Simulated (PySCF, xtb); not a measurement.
CH4ClFOSi2, SMILES C1[Si@H](Cl)[Si@@H](F)O1.

xtb with GFN2-xTB at its own geometry gives an orbital gap of 3.94 eV and a dipole moment of 1.51 D.

The structure is a stationary point at B3LYP-D3(BJ)/def2-SVP. The structure was generated by enumeration; whether it is a known compound was not checked.

Question: What does B3LYP/def2-TZVP (PySCF) give? (An estimate is asked for; the answer gives what the named calculation found.)

Answer: gap 6.55 eV (levels -7.77 and -1.22 eV), dipole 1.18 D.
